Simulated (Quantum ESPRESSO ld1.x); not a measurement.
Values are calculated unless marked as measured or tabulated.
Problem. The mean radii <r> (bohr) of the occupied orbitals of an atom or ion are listed with their occupations. Level of theory: Dirac Kohn-Sham, PBE, spin-unpolarised, spherical densities, point nucleus (ld1.x of Quantum ESPRESSO 7.5).

| orbital | occ. | <r> |
|---|---|---|
| 1s1/2 | 2 | 0.01686 |
| 2s1/2 | 2 | 0.07044 |
| 2p1/2 | 2 | 0.05798 |
| 2p3/2 | 4 | 0.06653 |
| 3s1/2 | 2 | 0.1833 |
| 3p1/2 | 2 | 0.1736 |
| 3p3/2 | 4 | 0.1893 |
| 3d3/2 | 4 | 0.1648 |
| 3d5/2 | 6 | 0.1696 |
| 4s1/2 | 2 | 0.4069 |
| 4p1/2 | 2 | 0.4094 |
| 4p3/2 | 4 | 0.4434 |
| 4d3/2 | 4 | 0.4519 |
| 4d5/2 | 6 | 0.4631 |
| 5s1/2 | 2 | 0.9284 |
| 4f5/2 | 6 | 0.4953 |
| 4f7/2 | 8 | 0.5023 |
| 5p1/2 | 2 | 1.005 |
| 5p3/2 | 4 | 1.104 |
| 5d3/2 | 4 | 1.536 |
| 5d5/2 | 6 | 1.606 |

Name the element and its charge. Open shells, if any, fill j = l - 1/2 first.

Solution. Z = 79, gold, charge +1: Au+ in [Xe] 4f14 5d10. The 1s radius gives Z: for a bare nucleus <r> = (2 gamma + 1)/(2Z) with gamma = sqrt(1 - (Z/c)^2), 0.01667 bohr for Z = 79, and screening makes it slightly larger (0.01686 here). The occupations add up to 78, and the charge is Z minus that.
